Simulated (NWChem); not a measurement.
Everything below was run with NWChem. System: Cl2Sn, charge 0, spin multiplicity 1, at a geometry optimised with PBE/def2-SVP with def2 effective core potentials on Sn. The structure started from a generated list of species. Level: EOM-CCSD/def2-SVPD with def2 effective core potentials on Sn, 14 core orbitals frozen.

Part of the output:

```
             Northwest Computational Chemistry Package (NWChem) 7.3.0
             --------------------------------------------------------

                                NWChem Input Module
                                -------------------

 Scaling coordinates for geometry "geometry" by  1.889725989
 (inverse scale =  0.529177249)

 Turning off AUTOSYM since
 SYMMETRY directive was detected!

                             Geometry "geometry" -> ""
                             -------------------------

 Output coordinates in angstroms (scale by  1.889725989 to convert to a.u.)

  No.       Tag          Charge          X              Y              Z
 ---- ---------------- ---------- -------------- -------------- --------------
    1 Sn                  50.0000     0.00000000     0.00000000     0.62664500
    2 Cl                  17.0000     1.84923900     0.00000000    -0.92153700
    3 Cl                  17.0000    -1.84923900     0.00000000    -0.92153700

 Effective nuclear repulsion energy (a.u.)     414.3572851231

            Nuclear Dipole moment (a.u.)
            ----------------------------
        X                 Y               Z
 ---------------- ---------------- ----------------
     0.0000000000     0.0000000000    -0.0000151178

      Symmetry information
      --------------------

 Group name             C2v
 Group number             16
 Group order               4
 No. of unique centers     2

      Symmetry unique atoms

     1    2


 Summary of "ao basis" -> "" (spherical)
 ------------------------------------------------------------------------------
       Tag                 Description            Shells   Functions and Types
 ---------------- ------------------------------  ------  ---------------------
 *                         def2-svpd                  on all atoms

 Summary of "ao basis" -> "ao basis" (spherical)
 ------------------------------------------------------------------------------
       Tag                 Description            Shells   Functions and Types
 ---------------- ------------------------------  ------  ---------------------
 Sn                        def2-svpd                12       32   5s4p3d
 Cl                        def2-svpd                11       27   5s4p2d

                                 NWChem SCF Module
                                 -----------------

  ao basis        = "ao basis"
  functions       =    86
  atoms           =     3
  closed shells   =    28
  open shells     =     0
  charge          =   0.00
  wavefunction    = RHF
  use symmetry    = T
  symmetry adapt  = T

 Summary of "ao basis" -> "ao basis" (spherical)
 ------------------------------------------------------------------------------
       Tag                 Description            Shells   Functions and Types
 ---------------- ------------------------------  ------  ---------------------
 Sn                        def2-svpd                12       32   5s4p3d
 Cl                        def2-svpd                11       27   5s4p2d

      Symmetry analysis of basis
      --------------------------

        a1         34
        a2         11
        b1         26
        b2         15

 Forming initial guess at       0.1s

      Superposition of Atomic Density Guess
      -------------------------------------

 Sum of atomic energies:       -1167.75189846

      Non-variational initial energy
      ------------------------------

 Total energy =   -1132.068784
 1-e energy   =   -2055.620004
 2-e energy   =     718.077991
 HOMO         =      -0.301963
 LUMO         =      -0.052197

      Symmetry analysis of molecular orbitals - initial
      -------------------------------------------------

  Numbering of irreducible representations:

     1 a1          2 a2          3 b1          4 b2

  Orbital symmetries:

     1 a1          2 b1          3 a1          4 b1          5 a1
     6 b1          7 a1          8 b2          9 b1         10 a2
    11 a1         12 b1         13 a1         14 b2         15 b1
    16 a1         17 a1         18 a2         19 b2         20 a1
    21 b1         22 a1         23 b1         24 a1         25 b2
    26 a2         27 b1         28 a1         29 b2         30 a1
[...]
   0.1007840465888   0.1844201112197    5.01833     0.8     0.8

 Iteration   3 using    3 trial vectors
   0.0370468139889   0.1791524550345    4.87499     0.9     0.9

 Iteration   4 using    4 trial vectors
   0.0141551661623   0.1781033455242    4.84644     0.9     0.9

 Iteration   5 using    5 trial vectors
   0.0056363130412   0.1777490205408    4.83680     0.8     0.8

 Iteration   6 using    6 trial vectors
   0.0022696357213   0.1777016103948    4.83551     0.9     0.9

 Iteration   7 using    7 trial vectors
   0.0011767404684   0.1776976047257    4.83540     0.9     0.9

 Iteration   8 using    8 trial vectors
   0.0007179908212   0.1776982954844    4.83542     0.9     0.9

 Iteration   9 using    9 trial vectors
   0.0005266522057   0.1776950791410    4.83533     0.9     0.9

 Iteration  10 using   10 trial vectors
   0.0003193050489   0.1776930464417    4.83528     0.9     0.9

 Iteration  11 using   11 trial vectors
   0.0001582295671   0.1776956394394    4.83535     0.9     0.9

 Iteration  12 using   12 trial vectors
   0.0000837241693   0.1776958959235    4.83535     0.9     0.9

 Iteration  13 using   13 trial vectors
   0.0000668843613   0.1776955611961    4.83534     0.9     0.9

 Iteration  14 using   14 trial vectors
   0.0000472932677   0.1776955550827    4.83534     0.9     0.9

 Iteration  15 using   15 trial vectors
   0.0000237490985   0.1776955400299    4.83534     0.9     0.9

 Iteration  16 using   16 trial vectors
   0.0000103110205   0.1776955283094    4.83534     0.9     0.9

 Iteration  17 using   17 trial vectors
   0.0000060717463   0.1776955211203    4.83534     0.9     0.9
 --------------------------------------------------------------
 Iterations converged
 ------------------

 Excited state root  1
 Excitation energy / hartree =        0.177695521120252
                   / eV      =        4.835343210399089
 largest EOMCCSD amplitudes: R1 and R2

 Singles contributions
    29b2  (alpha) ---    27b1  (alpha)        0.9030686070

 Doubles contributions

 =========================================
 Excited-state calculation ( b1  symmetry)
 =========================================
 Dim. of EOMCC iter. space      500

 EOMCCSD SOLVER TYPE  1
  maxdiff =   0.42958465537976093

 No. of initial right vectors    1

 EOM-CCSD right-hand side iterations
 --------------------------------------------------------------
      Residuum       Omega / hartree  Omega / eV    Cpu    Wall
 --------------------------------------------------------------

 Iteration   1 using    1 trial vectors
   0.5049395926758   0.3308251255701    9.00221     1.3     1.3

 Iteration   2 using    2 trial vectors
   0.1108675120751   0.2032752404164    5.53140     0.9     0.9

 Iteration   3 using    3 trial vectors
   0.0454786303206   0.1964145418114    5.34471     0.9     0.9

 Iteration   4 using    4 trial vectors
   0.0251188619531   0.1944818096514    5.29212     0.9     0.9

 Iteration   5 using    5 trial vectors
   0.0153474263446   0.1933575363026    5.26153     0.9     0.9

 Iteration   6 using    6 trial vectors
   0.0105740718747   0.1929249531564    5.24976     0.9     0.9

 Iteration   7 using    7 trial vectors
   0.0067786905555   0.1928781863487    5.24848     0.9     0.9

 Iteration   8 using    8 trial vectors
   0.0038590217905   0.1928378367373    5.24739     0.9     0.9

 Iteration   9 using    9 trial vectors
   0.0026169980607   0.1928033702701    5.24645     0.9     0.9

 Iteration  10 using   10 trial vectors
   0.0018431445783   0.1927843637962    5.24593     0.9     0.9

 Iteration  11 using   11 trial vectors
   0.0012472228264   0.1927845445496    5.24594     0.9     0.9

 Iteration  12 using   12 trial vectors
   0.0007905883587   0.1927858134779    5.24597     0.9     0.9

 Iteration  13 using   13 trial vectors
   0.0005118097405   0.1927836230498    5.24591     0.9     0.9

 Iteration  14 using   14 trial vectors
   0.0003156315221   0.1927819915280    5.24587     0.9     0.9

 Iteration  15 using   15 trial vectors
   0.0001747053972   0.1927825351206    5.24588     0.9     0.9

 Iteration  16 using   16 trial vectors
   0.0000829724784   0.1927824650523    5.24588     0.9     0.9

 Iteration  17 using   17 trial vectors
   0.0000377300629   0.1927822647278    5.24587     0.9     0.9

 Iteration  18 using   18 trial vectors
   0.0000162137632   0.1927824130965    5.24588     0.9     0.9

 Iteration  19 using   19 trial vectors
   0.0000069300075   0.1927824603648    5.24588     0.9     0.9
 --------------------------------------------------------------
 Iterations converged
 ------------------

 Excited state root  1
 Excitation energy / hartree =        0.192782460364835
                   / eV      =        5.245879890120089
 largest EOMCCSD amplitudes: R1 and R2

 Singles contributions
    31b1  (alpha) ---    28a1  (alpha)       -0.1709065958
    29b2  (alpha) ---    26a2  (alpha)        0.8795150615

 Doubles contributions
    29b2  (alpha)    29b2  (beta ) ---    26a2  (alpha)    25b2  (beta )       -0.1105339792
    29b2  (alpha)    29b2  (beta ) ---    25b2  (alpha)    26a2  (beta )       -0.1105339792

 =========================================
 Excited-state calculation ( b2  symmetry)
 =========================================
 Dim. of EOMCC iter. space      500

 EOMCCSD SOLVER TYPE  1
  maxdiff =   0.36299518116701718

 No. of initial right vectors    1

 EOM-CCSD right-hand side iterations
 --------------------------------------------------------------
      Residuum       Omega / hartree  Omega / eV    Cpu    Wall
 --------------------------------------------------------------

 Iteration   1 using    1 trial vectors
   0.4366275012312   0.2358829951138    6.41871     1.2     1.2

 Iteration   2 using    2 trial vectors
   0.1014486634368   0.1544624771723    4.20314     0.8     0.8

 Iteration   3 using    3 trial vectors
   0.0448563730106   0.1485364063967    4.04188     0.9     0.9

 Iteration   4 using    4 trial vectors
   0.0215310562774   0.1468506415163    3.99601     0.9     0.9

 Iteration   5 using    5 trial vectors
   0.0102212637335   0.1462549452783    3.97980     0.9     0.9

 Iteration   6 using    6 trial vectors
   0.0067364985805   0.1461121714022    3.97592     0.9     0.9

 Iteration   7 using    7 trial vectors
   0.0050387122923   0.1460685509973    3.97473     0.9     0.9

 Iteration   8 using    8 trial vectors
   0.0030107478985   0.1460543175182    3.97434     0.9     0.9

 Iteration   9 using    9 trial vectors
   0.0013117489256   0.1460507213471    3.97424     0.9     0.9

 Iteration  10 using   10 trial vectors
   0.0006158263075   0.1460472668758    3.97415     0.9     0.9

 Iteration  11 using   11 trial vectors
   0.0003602079918   0.1460474654042    3.97416     0.9     0.9

 Iteration  12 using   12 trial vectors
   0.0001923269979   0.1460459887998    3.97412     0.9     0.9

 Iteration  13 using   13 trial vectors
   0.0000874250730   0.1460455843649    3.97410     0.9     0.9

 Iteration  14 using   14 trial vectors
   0.0000354755957   0.1460457033802    3.97411     0.9     0.9

 Iteration  15 using   15 trial vectors
   0.0000150763318   0.1460457599298    3.97411     0.9     0.9

 Iteration  16 using   16 trial vectors
   0.0000063797702   0.1460457789350    3.97411     0.9     0.9
 --------------------------------------------------------------
 Iterations converged
 ------------------

 Excited state root  1
 Excitation energy / hartree =        0.146045778934978
                   / eV      =        3.974109539332714
 largest EOMCCSD amplitudes: R1 and R2

 Singles contributions
    29b2  (alpha) ---    28a1  (alpha)       -0.9106815085

 Doubles contributions

 Task  times  cpu:       92.4s     wall:       92.4s

 Total times  cpu:       92.4s     wall:       92.4s
```

### Question
Write an NWChem input that would produce this output.

### Answer
This is not unique; one that fits is 
```
start mol
memory heap 100 mb stack 700 mb global 1900 mb
geometry units angstroms nocenter noautoz
  Sn     0.000000     0.000000     0.626645
  Cl     1.849239     0.000000    -0.921537
  Cl    -1.849239     0.000000    -0.921537
  symmetry group C2v
end
basis spherical
  * library def2-svpd
end
ecp
  Sn library def2-ecp
end
scf
  rhf
  nopen 0
  maxiter 100
  thresh 1e-7
  semidirect memsize 60000000 filesize 0
end
tce
  freeze core 14
  ccsd
  nroots 1
  2eorb
  2emet 13
  thresh 1e-5
  maxiter 200
  tilesize 24
end
task tce energy
```
